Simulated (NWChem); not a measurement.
Program: NWChem. System: I2Pb, charge 0, spin multiplicity 1, at a geometry optimised with PBE0/def2-SVP with def2 effective core potentials on I, Pb. The structure started from a generated list of species. Level: G0W0@PBE/def2-SVPD with def2 effective core potentials on I, Pb, RI basis def2-svpd-rifit, no spin-orbit coupling.

The NWChem input:

```
start mol
memory heap 200 mb stack 700 mb global 1700 mb
geometry units angstroms nocenter noautoz
  Pb     0.000000     0.000000    -1.006751
  I     -2.193554     0.000000     0.778807
  I      2.193554     0.000000     0.778807
  symmetry group C2v
end
basis spherical
  * library def2-svpd
end
ecp
  I library def2-ecp
  Pb library def2-ecp
end
basis "ri basis" bse spherical
  * library def2-svpd-rifit
end
dft
  xc xpbe96 cpbe96
  iterations 100
  direct
  tolerances tight
end
task dft energy
gw
  states alpha occ 4 vir 2
end
task dft gw
```

Output (cleaned and shortened):

```
             Northwest Computational Chemistry Package (NWChem) 7.3.0
             --------------------------------------------------------

                                NWChem Input Module
                                -------------------

 Scaling coordinates for geometry "geometry" by  1.889725989
 (inverse scale =  0.529177249)

 Turning off AUTOSYM since
 SYMMETRY directive was detected!

                             Geometry "geometry" -> ""
                             -------------------------

 Output coordinates in angstroms (scale by  1.889725989 to convert to a.u.)

  No.       Tag          Charge          X              Y              Z
 ---- ---------------- ---------- -------------- -------------- --------------
    1 Pb                  82.0000     0.00000000     0.00000000    -1.00675100
    2 I                   53.0000    -2.19355400     0.00000000     0.77880700
    3 I                   53.0000     2.19355400     0.00000000     0.77880700

 Effective nuclear repulsion energy (a.u.)    1965.0420721024

            Nuclear Dipole moment (a.u.)
            ----------------------------
        X                 Y               Z
 ---------------- ---------------- ----------------
     0.0000000000     0.0000000000    -0.0000755890

      Symmetry information
      --------------------

 Group name             C2v
 Group number             16
 Group order               4
 No. of unique centers     2

      Symmetry unique atoms

     1    2


 Summary of "ao basis" -> "" (spherical)
 ------------------------------------------------------------------------------
       Tag                 Description            Shells   Functions and Types
 ---------------- ------------------------------  ------  ---------------------
 *                         def2-svpd                  on all atoms

 Summary of "ri basis" -> "" (spherical)
 ------------------------------------------------------------------------------
       Tag                 Description            Shells   Functions and Types
 ---------------- ------------------------------  ------  ---------------------
 *                      def2-svpd-rifit               on all atoms

  pbe96 is a nonlocal functional; adding pw91lda local functional.

                                 NWChem DFT Module
                                 -----------------

 Summary of "ao basis" -> "ao basis" (spherical)
 ------------------------------------------------------------------------------
       Tag                 Description            Shells   Functions and Types
 ---------------- ------------------------------  ------  ---------------------
 Pb                        def2-svpd                12       32   5s4p3d
 I                         def2-svpd                13       35   5s5p3d

 Summary of "ao basis" -> "ao basis" (spherical)
 ------------------------------------------------------------------------------
       Tag                 Description            Shells   Functions and Types
 ---------------- ------------------------------  ------  ---------------------
 Pb                        def2-svpd                12       32   5s4p3d
 I                         def2-svpd                13       35   5s5p3d

      Symmetry analysis of basis
      --------------------------

        a1         39
        a2         14
        b1         31
        b2         18

            General Information
            -------------------
          SCF calculation type: DFT
          Wavefunction type:  closed shell.
          No. of atoms     :     3
          No. of electrons :    72
           Alpha electrons :    36
            Beta electrons :    36
          Charge           :     0
          Spin multiplicity:     1
          Use of symmetry is: on ; symmetry adaption is: on
          Maximum number of iterations: 100
          This is a Direct SCF calculation.
          AO basis - number of functions:   102
                     number of shells:    38
          Convergence on energy requested:  1.00D-06
          Convergence on density requested:  1.00D-05
          Convergence on gradient requested:  5.00D-04

              XC Information
              --------------
          PerdewBurkeErnzerhof Exchange Functional  1.000
            Perdew 1991 LDA Correlation Functional  1.000 local
           PerdewBurkeErnz. Correlation Functional  1.000 non-local

             Grid Information
             ----------------
          Grid used for XC integration:  medium
          Radial quadrature: Mura-Knowles
          Angular quadrature: Lebedev.
          Tag              B.-S. Rad. Rad. Pts. Rad. Cut. Ang. Pts.
          ---              ---------- --------- --------- ---------
          Pb                  1.80      123          14.0       590
          I                   1.40      123          16.0       590
          Grid pruning is: on
          Number of quadrature shells:   246
          Spatial weights used:  Erf1

          Convergence Information
          -----------------------
          Convergence aids based upon iterative change in
          total energy or number of iterations.
          Levelshifting, if invoked, occurs when the
          HOMO/LUMO gap drops below (HL_TOL):  1.00D-02
          DIIS, if invoked, will attempt to extrapolate
          using up to (NFOCK): 10 stored Fock matrices.

                    Damping( 0%)  Levelshifting(0.5)       DIIS
                  --------------- ------------------- ---------------
          dE  on:    start            ASAP                start
          dE off:    2 iters        100 iters           100 iters
[...]
     1 a1          2 a2          3 b1          4 b2

  Orbital symmetries:

     1 a1          2 b1          3 a1          4 a1          5 b1
     6 a1          7 b2          8 b1          9 a2         10 b1
    11 a1         12 b2         13 a1         14 b1         15 a1
    16 b2         17 a2         18 b1         19 a1         20 b2
    21 a2         22 b1         23 b1         24 a1         25 a1
    26 a2         27 b2         28 a1         29 b1         30 a1
    31 b1         32 a1         33 b2         34 a2         35 b1
    36 a1         37 b2         38 a1         39 b1         40 a1
    41 b1         42 b2         43 a1         44 b1         45 a1
    46 a2

   convergence    iter        energy       DeltaE   RMS-Dens  Diis-err    time
 ---------------- ----- ----------------- --------- --------- ---------  ------
 d= 0,ls=0.0,diis     1   -788.3139146968 -1.07D+03  2.99D-02  4.19D-01     1.3
 d= 0,ls=0.0,diis     2   -787.5550527357  7.59D-01  2.08D-02  3.64D+00     1.9
 d= 0,ls=0.0,diis     3   -788.4016027811 -8.47D-01  2.74D-03  1.44D-02     2.6
 d= 0,ls=0.0,diis     4   -788.4033755212 -1.77D-03  1.06D-03  8.25D-03     3.3
 d= 0,ls=0.0,diis     5   -788.4048536810 -1.48D-03  1.76D-04  2.66D-04     3.9
 d= 0,ls=0.0,diis     6   -788.4049060846 -5.24D-05  4.51D-05  1.73D-05     4.6
 d= 0,ls=0.0,diis     7   -788.4049100482 -3.96D-06  1.16D-05  5.04D-07     5.3
 d= 0,ls=0.0,diis     8   -788.4049101527 -1.05D-07  3.01D-06  3.82D-08     5.9

         Total DFT energy =     -788.404910152733
      One electron energy =    -1933.819976883417
           Coulomb energy =      924.744353932994
    Exchange-Corr. energy =      -60.520379909276
 Nuclear repulsion energy =      281.191092706967

 Numeric. integr. density =       71.999999879473

     Total iterative time =      5.4s

                  Occupations of the irreducible representations
                  ----------------------------------------------

                     irrep           alpha         beta
                     --------     --------     --------
                     a1               14.0         14.0
                     a2                5.0          5.0
                     b1               11.0         11.0
                     b2                6.0          6.0

                       DFT Final Molecular Orbital Analysis
                       ------------------------------------

 Vector   34  Occ=2.000000D+00  E=-2.377542D-01  Symmetry=a2
              MO Center= -2.2D-14, -2.5D-17,  7.4D-01, r^2= 6.8D+00
   Bfn.  Coefficient  Atom+Function         Bfn.  Coefficient  Atom+Function
  ----- ------------  ---------------      ----- ------------  ---------------
    45      0.431689  2 I  py                80     -0.431689  3 I  py
    48      0.377221  2 I  py                83     -0.377221  3 I  py
    42     -0.175073  2 I  py                77      0.175073  3 I  py
    39     -0.141782  2 I  py                74      0.141782  3 I  py
    18      0.058305  1 Pb d -2              51      0.040321  2 I  py

 Vector   35  Occ=2.000000D+00  E=-2.325755D-01  Symmetry=a1
              MO Center=  3.9D-14, -1.0D-15,  6.1D-01, r^2= 6.9D+00
   Bfn.  Coefficient  Atom+Function         Bfn.  Coefficient  Atom+Function
  ----- ------------  ---------------      ----- ------------  ---------------
    46      0.421248  2 I  pz                81      0.421248  3 I  pz
    49      0.372328  2 I  pz                84      0.372328  3 I  pz
     3      0.226867  1 Pb s                 43     -0.170504  2 I  pz
    78     -0.170504  3 I  pz                 4      0.142461  1 Pb s
     1     -0.141394  1 Pb s                 14     -0.141749  1 Pb pz

 Vector   36  Occ=2.000000D+00  E=-2.279822D-01  Symmetry=b1
              MO Center= -1.9D-13,  1.1D-15,  7.2D-01, r^2= 7.1D+00
   Bfn.  Coefficient  Atom+Function         Bfn.  Coefficient  Atom+Function
  ----- ------------  ---------------      ----- ------------  ---------------
    44      0.355231  2 I  px                79      0.355231  3 I  px
    47      0.310536  2 I  px                82      0.310536  3 I  px
    46      0.262672  2 I  pz                81     -0.262672  3 I  pz
    49      0.228497  2 I  pz                84     -0.228497  3 I  pz
    41     -0.143422  2 I  px                76     -0.143422  3 I  px

 Vector   37  Occ=0.000000D+00  E=-1.445987D-01  Symmetry=b2
              MO Center=  2.2D-14, -4.9D-15, -7.4D-01, r^2= 4.7D+00
   Bfn.  Coefficient  Atom+Function         Bfn.  Coefficient  Atom+Function
  ----- ------------  ---------------      ----- ------------  ---------------
    13      0.600929  1 Pb py                16      0.491997  1 Pb py
    45     -0.202507  2 I  py                48     -0.203450  2 I  py
    80     -0.202507  3 I  py                83     -0.203450  3 I  py
    10     -0.194495  1 Pb py                 7     -0.188204  1 Pb py
    42      0.079989  2 I  py                77      0.079989  3 I  py

 Vector   38  Occ=0.000000D+00  E=-9.053251D-02  Symmetry=a1
              MO Center=  6.5D-14,  3.5D-17, -7.4D-01, r^2= 7.2D+00
   Bfn.  Coefficient  Atom+Function         Bfn.  Coefficient  Atom+Function
  ----- ------------  ---------------      ----- ------------  ---------------
    14      0.524617  1 Pb pz                17      0.501204  1 Pb pz
     3      0.340346  1 Pb s                  5     -0.326862  1 Pb s
     4      0.289490  1 Pb s                 47     -0.273186  2 I  px
    82      0.273186  3 I  px                44     -0.231202  2 I  px
    79      0.231202  3 I  px                 1     -0.179482  1 Pb s

 Vector   39  Occ=0.000000D+00  E=-7.209231D-02  Symmetry=b1
              MO Center= -3.4D-15, -1.7D-15, -5.9D-01, r^2= 7.3D+00
   Bfn.  Coefficient  Atom+Function         Bfn.  Coefficient  Atom+Function
  ----- ------------  ---------------      ----- ------------  ---------------
    12      0.553911  1 Pb px                15      0.521434  1 Pb px
    49     -0.247220  2 I  pz                84      0.247220  3 I  pz
    46     -0.210471  2 I  pz                81      0.210471  3 I  pz
    35      0.189047  2 I  s                 70     -0.189047  3 I  s
     9     -0.172960  1 Pb px                 6     -0.166492  1 Pb px

 center of mass
 --------------
 x =   0.00000000 y =   0.00000000 z =  -0.04795674

 moments of inertia (a.u.)
 ------------------
        1301.428706181665           0.000000000000           0.000000000000
           0.000000000000        5662.441076134852           0.000000000000
           0.000000000000           0.000000000000        4361.012369953186

     Multipole analysis of the density
     ---------------------------------

     L   x y z        total         alpha         beta         nuclear
     -   - - -        -----         -----         ----         -------
     0   0 0 0     -0.000000    -36.000000    -36.000000     72.000000

     1   1 0 0     -0.000000     -0.000000     -0.000000      0.000000
     1   0 1 0     -0.000000     -0.000000     -0.000000      0.000000
     1   0 0 1     -1.326732    -16.529343    -16.529343     31.731954

     2   2 0 0    -66.422531   -462.781658   -462.781658    859.140785
     2   1 1 0     -0.000000     -0.000000     -0.000000      0.000000
     2   1 0 1     -0.000000     -0.000000     -0.000000      0.000000
     2   0 2 0    -59.818228    -29.909114    -29.909114      0.000000
     2   0 1 1      0.000000      0.000000      0.000000      0.000000
     2   0 0 2    -58.581321   -123.254404   -123.254404    187.927487

 Task  times  cpu:        5.9s     wall:        5.9s

                                NWChem Input Module
                                -------------------

                                 NWChem GW Module
                                 ----------------

                             ***********************
                             ***        GW       ***
                             ***********************

 Summary of "ri basis" -> "ri basis" (spherical)
 ------------------------------------------------------------------------------
       Tag                 Description            Shells   Functions and Types
 ---------------- ------------------------------  ------  ---------------------
 Pb                     def2-svpd-rifit             35      137   10s9p8d6f2g
 I                      def2-svpd-rifit             34      130   10s9p8d5f2g

                 Memory Information
                 ------------------
          Available GA per process is          1699.9 MBs
          Available stack per process is        700.0 MBs
          Available heap per process is           0.0 MBs

          Peak memory in Initialization
              Peak GA per process is                 12.8 MBs
              Peak stack per process is               0.1 MBs
              Peak heap per process is               13.5 MBs
              Memory not in MA per process            0.0 MBs

          Peak memory in AFF Calculation
              Peak GA per process is                 61.8 MBs
              Peak stack per process is              43.1 MBs
              Peak heap per process is                0.0 MBs
              Memory not in MA per process           43.1 MBs

          Computing 2-center integrals
          Computing Inverse Cholesky factor
          Computing 3-center integrals
          Computing V_xc ...

          Computing Sigma_x
          Computing RPA polarizability
          Solving quasiparticle equations

                  Alpha Orbitals
          State     Energy (eV)     Error (eV)
          -----------------------------------
@GW        33         -8.454           0.004
@GW        34         -8.097           0.004
@GW        35         -8.082           0.004
@GW        36         -7.994           0.004
@GW        37         -1.627           0.005
@GW        38          0.037           0.002

   Applying  -1.7898 eV scissor-shift to rest of particle states

   Applying   2.3074 eV scissor-shift to rest of hole states

     GW Timing Statistics
   ------------------------
   Init.   :          0.1s
     ERIs  :          0.6s
     Distr.:          0.0s
     Vxc   :          0.1s
   Sigma_x :          0.0s
   RPA     :          2.1s
   Wmn     :          0.0s
   Sigma_c :          0.0s
   GW total:          3.0s

 Task  times  cpu:        3.0s     wall:        3.0s

 Total times  cpu:        8.9s     wall:        8.9s
```
